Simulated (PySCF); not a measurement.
Te(Me)(SiH3) (CH₆SiTe), SMILES C[Te][SiH3].

Geometry optimised at B3LYP-D3(BJ)/def2-SVP. The def2 effective core potentials stand for the cores of Te; spin–orbit coupling is left out.

The numbers are results of TDA-ωB97X/def2-SVPD (PySCF 2.14.0), not measurements.

Vertical excitations.  State labels are in the subgroup Cs.

Problem. List the lowest excited states. (Estimate from the structure and the level; the computed values follow.)

Solution. 
```json
[
 {"state": "S1", "symmetry": "A\"", "energy (eV)": "3.91", "λ (nm)": "317", "f": "0.002", "main pairs": "HOMO→LUMO 89 %"},
 {"state": "S2", "symmetry": "A\"", "energy (eV)": "4.98", "λ (nm)": "249", "f": "0.020", "main pairs": "HOMO→LUMO+1 82 %"},
 {"state": "S3", "symmetry": "A\"", "energy (eV)": "6.06", "λ (nm)": "204", "f": "0.097", "main pairs": "HOMO→LUMO+2 84 %"},
 {"state": "S4", "symmetry": "A'", "energy (eV)": "6.19", "λ (nm)": "200", "f": "0.007", "main pairs": "HOMO−1→LUMO 52 %, HOMO→LUMO+6 37 %"},
 {"state": "S5", "symmetry": "A\"", "energy (eV)": "6.42", "λ (nm)": "193", "f": "0.000", "main pairs": "HOMO→LUMO+7 44 %, HOMO→LUMO+5 28 %, HOMO→LUMO+3 13 %"},
 {"state": "S6", "symmetry": "A'", "energy (eV)": "6.75", "λ (nm)": "184", "f": "0.048", "main pairs": "HOMO→LUMO+6 37 %, HOMO−1→LUMO+1 31 %, HOMO−1→LUMO 16 %"},
 {"state": "S7", "symmetry": "A'", "energy (eV)": "6.80", "λ (nm)": "182", "f": "0.146", "main pairs": "HOMO→LUMO+4 94 %"},
 {"state": "S8", "symmetry": "A\"", "energy (eV)": "6.80", "λ (nm)": "182", "f": "0.029", "main pairs": "HOMO→LUMO+3 68 %"},
 {"state": "S9", "symmetry": "A\"", "energy (eV)": "7.05", "λ (nm)": "176", "f": "0.022", "main pairs": "HOMO→LUMO+5 48 %, HOMO→LUMO+7 34 %"},
 {"state": "S10", "symmetry": "A'", "energy (eV)": "7.36", "λ (nm)": "168", "f": "0.430", "main pairs": "HOMO−1→LUMO+1 40 %, HOMO→LUMO+6 17 %, HOMO−1→LUMO 13 %, HOMO−2→LUMO 10 %"},
 {"state": "T1", "symmetry": "A\"", "energy (eV)": "3.50", "λ (nm)": "354", "f": "0", "main pairs": "HOMO→LUMO 84 %"},
 {"state": "T2", "symmetry": "A\"", "energy (eV)": "4.44", "λ (nm)": "280", "f": "0", "main pairs": "HOMO→LUMO+1 74 %"},
 {"state": "T3", "symmetry": "A'", "energy (eV)": "5.37", "λ (nm)": "231", "f": "0", "main pairs": "HOMO−1→LUMO 80 %"},
 {"state": "T4", "symmetry": "A\"", "energy (eV)": "5.92", "λ (nm)": "210", "f": "0", "main pairs": "HOMO→LUMO+2 80 %"}
]
```
Triplets are in the Tamm–Dancoff approximation.
